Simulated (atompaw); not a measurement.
## Building the PAW (atompaw) potential for Cl (PBE, scalar-relativistic).

- Element: Cl (Z = 17)
- Generator: atompaw 4.2.0.5
- Type: PAW
- Functional: PBE
- Relativity: scalar-relativistic
- Frozen core: [Ne]
- Valence charge: 7
- Reference configuration: 3s2 3p4 (charge +1)
- Partial waves: 3s (bound): rc 1.60 bohr; 3s channel at -1.6 Ry: rc 1.55 bohr; 3p (bound): rc 1.60 bohr; 3p channel at -0.2 Ry: rc 1.60 bohr
- Local potential: bessel scheme, radius 1.40 bohr
- Core correction: smooth core density matched at 1.15 bohr
- Augmentation charge: sinc compensation charge, radius 1.02 bohr; PAW radius 1.60 bohr; waves and projectors: custom rrkj gramschmidtortho

* Cutoffs needed: 25 Ry and 35 Ry (the cutoffs (Ry, on a coarse ladder) from which the occupation-weighted sum of valence levels, in a spherical-Bessel basis at the reference potential, stays within 10 and 1 mRy of its value at 400 Ry)
* Ghost test: no extra level below or beside the all-electron valence levels (s, p, d, f tested) (spherical-Bessel basis up to 400 Ry, 20 bohr box)
* Lowest eigenvalue of the overlap operator: 0.66 (s channel)
* Overlap eigenvalues printed by atompaw (projector basis): 0.567, 1.22, 1.43, 4.74
* Warning: the pseudo core plus compensation charge is negative at some radii, so no UPF file was written
* Share of each valence orbital outside the PAW sphere: 3s 37 %, 3p 50 %
